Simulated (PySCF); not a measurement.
SMILES Cl[Si](Cl)([SiH3])Cl (H3Cl3Si2), CAM-B3LYP/def2-SVP optimised geometry.

```
8

Si    -0.49    -0.33     0.00
Si    -1.23    -1.40     1.93
Cl    -0.56    -0.43     3.61
Cl    -0.55    -3.34     1.98
Cl    -3.29    -1.44     1.98
H     -1.00     1.07     0.00
H     -1.00    -1.07    -1.19
H      1.00    -0.33     0.00
```

Density from PySCF 2.14.0 with CAM-B3LYP/def2-TZVP at that geometry.

Minimum of the electron density along straight lines between bonded atoms, close to the bond critical point (lines longer than 1.1 times the sum of covalent radii, or with two minima, are not listed):

```json
[
 {"bond": "Si1–Si2", "length / Å": "2.330", "ρ at the minimum / e bohr⁻³": "0.098", "∇²ρ there / e bohr⁻⁵": "-0.14", "position (fraction from the first atom)": "0.36"},
 {"bond": "Si2–Cl3", "length / Å": "2.058", "ρ at the minimum / e bohr⁻³": "0.102", "∇²ρ there / e bohr⁻⁵": "0.20", "position (fraction from the first atom)": "0.36"},
 {"bond": "Si2–Cl4", "length / Å": "2.058", "ρ at the minimum / e bohr⁻³": "0.102", "∇²ρ there / e bohr⁻⁵": "0.20", "position (fraction from the first atom)": "0.36"},
 {"bond": "Si2–Cl5", "length / Å": "2.058", "ρ at the minimum / e bohr⁻³": "0.102", "∇²ρ there / e bohr⁻⁵": "0.20", "position (fraction from the first atom)": "0.36"},
 {"bond": "Si1–H6", "length / Å": "1.486", "ρ at the minimum / e bohr⁻³": "0.121", "∇²ρ there / e bohr⁻⁵": "0.14", "position (fraction from the first atom)": "0.49"},
 {"bond": "Si1–H7", "length / Å": "1.486", "ρ at the minimum / e bohr⁻³": "0.121", "∇²ρ there / e bohr⁻⁵": "0.14", "position (fraction from the first atom)": "0.49"},
 {"bond": "Si1–H8", "length / Å": "1.486", "ρ at the minimum / e bohr⁻³": "0.121", "∇²ρ there / e bohr⁻⁵": "0.14", "position (fraction from the first atom)": "0.49"}
]
```
